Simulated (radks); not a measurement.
Results of a calculation; reference values are marked as such.
Neutral lutetium, configuration [Xe] 4f14 5d1 6s2 (the NIST ground configuration). Level of theory: Dirac Kohn-Sham, XLYP, spin-unpolarised, spherical densities, finite nucleus; open shells fill j = l - 1/2 first; Fermi nuclear charge, rms radius 5.37 fm (a radial shooting solver on a logarithmic mesh with Libxc functionals).

Spin-orbit splittings of the eigenvalues, e(l+1/2) - e(l-1/2), with zeta = 2 splitting/(2l+1) and mean radii in bohr:

shell  occ.  splitting (eV)  zeta (eV)  <r> j=l-1/2  <r> j=l+1/2
2p        6            1118      745.3      0.06740      0.07501
3p        6           238.4      159.0       0.2020       0.2162
3d       10           52.06      20.82       0.1898       0.1942
4p        6           54.29      36.19       0.4849       0.5176
4d       10           9.910      3.964       0.5409       0.5524
4f       14           1.522     0.4350       0.7170       0.7336
5p        6           6.873      4.582        1.318        1.434
5d        1          0.3100     0.1240        2.867        3.064
6p        0          0.3028     0.2019        5.243        5.799
